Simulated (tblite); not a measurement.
Question: Write a Z-matrix for `C=Cc1ccc(Cl)c2nsnc12` as optimised with GFN2-xTB.

Answer: 
Z-matrix in Å and degrees, rows numbered from 1:
```
C 
C   1  1.3291
C   2  1.4526  1  126.41
C   3  1.3803  2  125.26  1    -0.12
C   4  1.4022  3  122.99  2  -179.92
C   5  1.3722  4  121.62  3     0.01
Cl  6  1.7190  5  121.51  4   179.95
C   6  1.4071  5  118.38  4    -0.03
N   8  1.3321  6  128.28  5  -180.00
S   9  1.6036  8  108.67  6   179.98
N  10  1.6057  9   98.61  8     0.03
C  11  1.3324 10  109.01  9    -0.04
H   1  1.0767  2  122.96  3    -0.04
H   1  1.0760  2  121.01  3   179.95
H   2  1.0818  1  119.89  3  -179.93
H   4  1.0783  3  119.30  2    -0.01
H   5  1.0788  4  119.19  3   179.97
```

Of the pairs four or more bonds apart, N11···H15 is among the closest relative to their van der Waals radii: 2.50 Å, 91 % of the sum of Bondi's values. The 12 heavy atoms lie in one plane (0.001 Å rms). S10 (ring sulfur) is bent (angle 98.6°). The 6-membered ring C3–C4–C5–C6–C8–C12 has internal angles of 116.1° to 123.0° (sum 720°, against 720° for a flat polygon); it is planar, 0.00 Å rms from its mean plane, widest ring torsion 0°.

The geometry is computed with GFN2-xTB (gas phase).

Point group: Cs (tolerance 0.08 Å). Its GFN2-xTB frequencies are all real (lowest 42 cm⁻¹). One conformer, not necessarily the lowest (C1–C2–C3–C4 0°).
